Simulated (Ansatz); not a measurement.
```yaml
crystal:
  periodic: [false, false, false]
  atoms:
    - {symbol: N, position_ang: [-0.902930, 1.380325, 2.629640]}
    - {symbol: Si, position_ang: [0.710889, -0.159614, 0.341471]}
    - {symbol: Br, position_ang: [4.008643, -1.783496, 2.413364]}
    - {symbol: O, position_ang: [-0.943378, -2.222780, -1.343765]}
    - {symbol: Al, position_ang: [0.224905, -0.496978, -3.923365]}
    - {symbol: H, position_ang: [-2.508472, 2.338013, 2.285362]}
    - {symbol: H, position_ang: [-0.149638, 1.737511, 4.336957]}
    - {symbol: H, position_ang: [-0.265973, -0.900885, -6.844920]}
basis:
  gaussian: {orbitals: cc-pVTZ-DK}
hamiltonian: {xc: {name: revPBE}}
accuracy: high
```

```sh
$ ansatz run in.yaml --threads 4 --pin off --events-out ev --progress --plain --max-ram 10444MiB
```

Shortened log:

```
Functional definition: revPBE
3177 factors; integrals over basis functions are off by at most 1.2e-7 eV
mean field evaluation 1: about -88931.5601 eV, gradient 1.3e2 eV
mean field evaluation 2: about -88036.7511 eV, gradient 2.3e2 eV
mean field evaluation 4: about -88851.6359 eV, gradient 1.4e2 eV
mean field evaluation 8: about -88982.7987 eV, gradient 1.2e1 eV
mean field evaluation 16: about -88984.5204 eV, gradient 1.3e-1 eV
mean field evaluation 32: about -88984.5325 eV, gradient 2.2e-7 eV
mean field -88984.53962952 eV, -3270.1215154976 hartree, gradient 4.4e-8 eV, S^2 0.000000; 16 other end points of the search recorded, 0 dependent functions left out
reference -88984.53963680 eV, -3270.1215157651 hartree; 40, 40 occupied and 173, 173 virtual orbitals, 3177 factors
Total energy: -88984.53963680 eV, -3270.1215157651 hartree
Relativity: scalar
```

Problem. Something in this input is off. What?

Solution. The coordinates are in bohr but typed as ångström. Self-consistency was reached. The result belongs to that input, not to the molecule as meant.
